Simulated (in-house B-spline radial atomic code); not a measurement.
Results of a calculation; reference values are marked as such.
## Extrapolating the RPA correlation energy in partial waves: the rubidium ion Rb⁷⁺

All-electron RPA on r2SCAN orbitals from a B-spline radial code for spherical atoms, scalar-relativistic (spin-free one-electron X2C), finite nucleus, configuration [Ar] 3d10 4s2. With empty states up to angular momentum L the sums are:

```
L  E_c(L) (hartree)
4         -2.027524
5         -2.152240
6         -2.212912
7         -2.244984
8         -2.262566
9         -2.272985
```

For large l each further wave adds A/(l + 1/2)⁴, because the basis must build the cusp where two electrons meet.

Estimate the limit from L = 8 and L = 9.

Wave 9 adds -0.010419, against a sum of (l + 1/2)⁻⁴ of 1.22774e-04, so A = -84.863. The sum over l > 9 is ζ(4, 10.5) = 3.3168e-04, close to 1/(3 × 10³) = 3.3333e-04. The tail is -0.028148 and the limit -2.30113 hartree.

How good is the estimate?

A run to L = 11 sums to -2.28383 and extrapolates to -2.29830 hartree, 1.06 millihartree from the run before, so it has not settled and is itself too deep. The estimate differs from that by -2.83 millihartree, while the bare sum at L = 9 misses 25.3 millihartree (1.1 %).
